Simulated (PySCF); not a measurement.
**Predicted spectroscopic data**

Level of theory: NMR shieldings at PBE0/pcSseg-1/GIAO, spin–spin couplings from B3LYP/pcJ-1 (spin–dipole term left out of most H,H and C,H couplings), PBE0-D3(BJ)/def2-SVP geometry, in PySCF 2.14 (one conformer, no solvent model, averaged over atoms made equivalent by symmetry, fast rotation or ring inversion, relativity neglected).

δ = σ(ref) − σ, references computed at the same level: TMS for 1H, 13C. Multiplet labels drop J under 1 Hz and among equivalent protons, and merge close values. Unscaled 3J(H,H) run several per cent high. Where no couplings were computed, multiplicities follow the n + 1 count of equivalent neighbours, and m marks all less simple cases (inequivalent or close neighbours, rings, F or P nearby). Acid and N–H amide carbonyl carbons lie up to 10 ppm further downfield in solution (hydrogen bonding). Shifts are as computed. Against solution values, carbons near 30 ppm lie about +2 ppm off and those near 130 ppm about +5 ppm. Of 1211 compounds with measured shifts, 218 miss one by over three times the rms of a fit or turn the order of signals round; such compounds aren't used in these exercises. Across acyclic CH2–CH2 and CH–CH2 bonds, 3J(H,H) assumes equally populated rotamers. OH and NH positions are gas-phase values without hydrogen bonding to other molecules.

**1.** `OC(/C=C\C(=C\C)C)=O`, C₇H₁₀O₂. 1H NMR (600 MHz, computed): δ 6.38 (d, 1H), 6.09 (q, 1H), 5.61 (br s, 1H), 5.45 (d, 1H), 2.08 (s, 3H), 1.91 (d, 3H). 13C{1H} NMR (computed): δ 167.8 (C), 154.9 (CH), 149.6 (CH), 145.4 (C), 119.3 (CH), 17.6 (CH3), 16.1 (CH3).

**2.** propyl acetate, C₅H₁₀O₂. 1H NMR (600 MHz, computed): δ 3.81 (t, J = 8.1 Hz, 2H), 1.96 (s, 3H), 1.50 (sext, J = 8.3 Hz, 2H), 0.86 (t, J = 8.5 Hz, 3H). 13C{1H} NMR (computed): δ 174.2, 66.7, 24.1, 22.0, 10.9.
